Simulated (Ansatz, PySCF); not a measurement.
System: AsF2, net charge 0, doublet state. It need not be the lowest isomer of its formula. SMILES: F[As]F
Geometry: optimised at B3LYP-D3(BJ)/def2-TZVP (Ansatz, a first-principles code).

Wanted: vertical ionisation energy (to the singlet state of charge +1; each state is the SCF solution reached for its spin), in eV. Valence correlation only, unless marked. UHF or UKS for open shells. Spin-orbit coupling is left out. Frozen are the shells of the preceding noble gas and the d and f shells that filled before the atom's block. No relativistic terms. Basis-set limits of correlation are two-point, X^-3; Hartree-Fock from the larger set. [CCSD(T)-MP2]/basis is that difference in the basis named.

```json
[
 {"level": "HF/aug-cc-pVTZ", "program": "Ansatz", "vertical ionisation energy (eV)": "9.36", "minus last row": "0.04"},
 {"level": "HF/aug-cc-pVQZ", "program": "Ansatz", "vertical ionisation energy (eV)": "9.35", "minus last row": "0.03"},
 {"level": "SVWN5/def2-TZVPD", "program": "Ansatz", "vertical ionisation energy (eV)": "9.23", "minus last row": "-0.09"},
 {"level": "PBE/def2-TZVPD", "program": "Ansatz", "vertical ionisation energy (eV)": "9.09", "minus last row": "-0.23"},
 {"level": "r2SCAN/def2-TZVPD", "program": "Ansatz", "vertical ionisation energy (eV)": "9.37", "minus last row": "0.05"},
 {"level": "B3LYP/def2-TZVPD", "program": "Ansatz", "vertical ionisation energy (eV)": "9.38", "minus last row": "0.06"},
 {"level": "PBE0/def2-TZVPD", "program": "Ansatz", "vertical ionisation energy (eV)": "9.41", "minus last row": "0.09"},
 {"level": "MP2/aug-cc-pVDZ", "program": "Ansatz", "vertical ionisation energy (eV)": "9.09", "minus last row": "-0.23"},
 {"level": "RI-MP2/aug-cc-pVTZ", "program": "Ansatz", "vertical ionisation energy (eV)": "9.17", "minus last row": "-0.15"},
 {"level": "RI-MP2/CBS(aug-cc-pVTZ,aug-cc-pVQZ)", "program": "Ansatz", "vertical ionisation energy (eV)": "9.23", "minus last row": "-0.09"},
 {"level": "CCSD/aug-cc-pVTZ", "program": "Ansatz", "vertical ionisation energy (eV)": "9.34", "minus last row": "0.02"},
 {"level": "CCSD(T)/aug-cc-pVDZ", "program": "Ansatz", "vertical ionisation energy (eV)": "9.14", "minus last row": "-0.18"},
 {"level": "CCSD(T)/aug-cc-pVTZ", "program": "Ansatz", "vertical ionisation energy (eV)": "9.26", "minus last row": "-0.06"},
 {"level": "RI-MP2/CBS(aug-cc-pVTZ,aug-cc-pVQZ)+[CCSD(T)-MP2]/aug-cc-pVDZ", "program": "Ansatz", "vertical ionisation energy (eV)": "9.28", "minus last row": "-0.04"},
 {"level": "RI-MP2/CBS(aug-cc-pVTZ,aug-cc-pVQZ)+[CCSD(T)-MP2]/aug-cc-pVTZ", "program": "Ansatz", "vertical ionisation energy (eV)": "9.32", "minus last row": "0.00"}
]
```

For comparison, minus the highest occupied orbital energy (PySCF): 7.85 eV at M06-2X/def2-TZVPD, 7.34 eV at MN15/def2-TZVPD, 6.72 eV at PBE0/def2-TZVPD.
